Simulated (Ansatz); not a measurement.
Total energies of (BeS)3 ring (Be3S3) from Ansatz at CCSD(T)/def2-TZVPP, gas phase (1 Eh = 27.2114 eV = 2625.5 kJ/mol). The reference geometry is relaxed at PBE-D4/def2-SVP.

```tsv
state	geometry	energy (Eh)
charge 0 singlet	reference	-1237.61054
charge 1 doublet	reference	-1237.25157
free Be atom (singlet)	–	-14.64910
free S atom (triplet)	–	-397.64674
```

Correlated methods freeze 15 core orbitals. In CCSD on the charge 1 doublet the largest single amplitude is 0.24, so its Hartree–Fock determinant may place the open shell otherwise than the density functionals do.

Q: Work out the vertical ionisation energy to the doublet.

A: E(charge 1 doublet) − E(charge 0 singlet) = -1237.25157 − (-1237.61054) = 0.35897 Eh = 9.77 eV.

Q: What is the binding energy per atom against free atoms?

A: Atoms: 3 × (-14.64910) + 3 × (-397.64674) = -1236.88752 Eh. Binding: -1236.88752 − (-1237.61054) = 0.72302 Eh = 19.67 eV, or 3.28 eV for each of 6 atoms (no zero-point energy, no counterpoise term).
